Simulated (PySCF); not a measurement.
H4O4Ti, singlet, geometry from GFN2-xTB (such geometries of metal compounds can be far from the true shape); PySCF with PBE/3-21G.

Here is a job for PySCF.
```python
from pyscf import gto, scf, dft

mol = gto.Mole()
mol.atom = '''
    Ti    0.000000    0.000000   -0.000000
    O     1.245442   -0.582535   -1.055661
    H     2.185943   -0.384121   -1.049071
    O     0.701267    0.274956    1.561255
    H     0.427849    0.889962    2.247523
    O    -0.683229    1.493359   -0.554952
    H    -1.413602    1.635366   -1.163509
    O    -1.263481   -1.185780    0.049358
    H    -1.200191   -2.141207   -0.034943
'''
mol.basis = '3-21g'
mol.charge = 0
mol.spin = 0
mol.verbose = 4
mol.build()

mf = dft.RKS(mol)
mf.xc = 'pbe'
mf.kernel()
```

What the program printed (banner, timings and long lists left out):

```
PySCF version 2.14.0

[INPUT] verbose = 4
[INPUT] num. atoms = 9
[INPUT] num. electrons = 58
[INPUT] charge = 0
[INPUT] spin (= nelec alpha-beta = 2S) = 0
[INPUT] symmetry False subgroup None
[INPUT] Mole.unit = angstrom
[INPUT] Symbol           X                Y                Z      unit          X                Y                Z       unit  Magmom
[INPUT]  1 Ti     0.000000000000   0.000000000000   0.000000000000 AA    0.000000000000   0.000000000000   0.000000000000 Bohr   0.0
[INPUT]  2 O      1.245442000000  -0.582535000000  -1.055661000000 AA    2.353544284031  -1.100831607974  -1.994910170384 Bohr   0.0
[INPUT]  3 H      2.185943000000  -0.384121000000  -1.049071000000 AA    4.130833593910  -0.725883488694  -1.982456875224 Bohr   0.0
[INPUT]  4 O      0.701267000000   0.274956000000   1.561255000000 AA    1.325202570195   0.519591536306   2.950344360608 Bohr   0.0
[INPUT]  5 H      0.427849000000   0.889962000000   2.247523000000 AA    0.808517432669   1.681784441270   4.247202928661 Bohr   0.0
[INPUT]  6 O     -0.683229000000   1.493359000000  -0.554952000000 AA   -1.291115690360   2.822039515654  -1.048707292280 Bohr   0.0
[INPUT]  7 H     -1.413602000000   1.635366000000  -1.163509000000 AA   -2.671320629137   3.090393853425  -2.198713353467 Bohr   0.0
[INPUT]  8 O     -1.263481000000  -1.185780000000   0.049358000000 AA   -2.387633053592  -2.240799443987   0.093273102056 Bohr   0.0
[INPUT]  9 H     -1.200191000000  -2.141207000000  -0.034943000000 AA   -2.268032287168  -4.046294806002  -0.066032699971 Bohr   0.0

nuclear repulsion = 339.052598537577
number of shells = 39
number of NR pGTOs = 126
number of NR cGTOs = 71
basis = 3-21g
ecp = {}

******** <class 'pyscf.dft.rks.RKS'> ********
method = RKS
initial guess = minao
damping factor = 0
level_shift factor = 0
DIIS = <class 'pyscf.scf.diis.CDIIS'>
diis_start_cycle = 1
diis_space = 8
diis_damp = 0
SCF conv_tol = 1e-09
SCF conv_tol_grad = None
SCF max_cycles = 50
direct_scf = True
direct_scf_tol = 1e-13
XC library pyscf.dft.libxc version 7.1.2
    S. Lehtola, C. Steigemann, M. J. T. Oliveira, and M. A. L. Marques,  SoftwareX 7, 1–5 (2018)
XC functionals = pbe
    J. P. Perdew, K. Burke, and M. Ernzerhof,  Phys. Rev. Lett. 77, 3865 (1996)
    J. P. Perdew, K. Burke, and M. Ernzerhof,  Phys. Rev. Lett. 78, 1396 (1997)
    J. P. Perdew, K. Burke, and M. Ernzerhof,  Phys. Rev. Lett. 77, 3865 (1996)
    J. P. Perdew, K. Burke, and M. Ernzerhof,  Phys. Rev. Lett. 78, 1396 (1997)
radial grids:
    Treutler-Ahlrichs [JCP 102, 346 (1995); DOI:10.1063/1.469408] (M4) radial grids

becke partition: Becke, JCP 88, 2547 (1988); DOI:10.1063/1.454033
pruning grids: <function nwchem_prune>
grids dens level: 3
symmetrized grids: False
atomic radii adjust function: <function treutler_atomic_radii_adjust>
small_rho_cutoff = 0
Set gradient conv threshold to 3.16228e-05
Initial guess from minao.
tot grids = 116464
init E= -1146.27418906028
  HOMO = -0.450804075519517  LUMO = -0.1916100069677  gap/eV = 7.05303
cycle= 1 E= -1146.21141979018  delta_E= 0.0628  |g|= 1.57  |ddm|= 2.98
  HOMO = -0.03146424299435  LUMO = -0.0298381554136256  gap/eV = 0.04425
cycle= 2 E= -1139.56507938515  delta_E= 6.65  |g|= 6.44  |ddm|= 4.19
  HOMO = -0.119969393885397  LUMO = 0.00297549540595154  gap/eV = 3.34550
cycle= 3 E= -1146.40555114429  delta_E= -6.84  |g|= 0.982  |ddm|= 3.32
  HOMO = -0.238201619718342  LUMO = -0.100098844415893  gap/eV = 3.75797
cycle= 4 E= -1146.53970155896  delta_E= -0.134  |g|= 0.677  |ddm|= 1.22
  HOMO = -0.222310503597152  LUMO = -0.0464696191925014  gap/eV = 4.78487
cycle= 5 E= -1146.64388523901  delta_E= -0.104  |g|= 0.114  |ddm|= 0.339
  HOMO = -0.221077693451393  LUMO = -0.034654354944978  gap/eV = 5.07284
cycle= 6 E= -1146.64701400423  delta_E= -0.00313  |g|= 0.00798  |ddm|= 0.0745
  HOMO = -0.221063922745072  LUMO = -0.035433861994898  gap/eV = 5.05125
cycle= 7 E= -1146.64703052095  delta_E= -1.65e-05  |g|= 0.000686  |ddm|= 0.00525
  HOMO = -0.22108874171241  LUMO = -0.0354620818957474  gap/eV = 5.05116
cycle= 8 E= -1146.64703057649  delta_E= -5.55e-08  |g|= 0.000455  |ddm|= 0.000734
  HOMO = -0.221118221522052  LUMO = -0.0354878102297511  gap/eV = 5.05126
cycle= 9 E= -1146.64703061682  delta_E= -4.03e-08  |g|= 6.67e-05  |ddm|= 0.00032
  HOMO = -0.221119401463445  LUMO = -0.0354838059943816  gap/eV = 5.05140
cycle= 10 E= -1146.64703061785  delta_E= -1.03e-09  |g|= 1.62e-05  |ddm|= 4.42e-05
  HOMO = -0.221119797556362  LUMO = -0.0354834877686883  gap/eV = 5.05142
cycle= 11 E= -1146.64703061791  delta_E= -6.37e-11  |g|= 2.18e-06  |ddm|= 1.2e-05
  HOMO = -0.221119611102512  LUMO = -0.0354835476048523  gap/eV = 5.05141
Extra cycle  E= -1146.6470306179  delta_E= 1.73e-11  |g|= 6.16e-06  |ddm|= 5.2e-06
converged SCF energy = -1146.6470306179
```
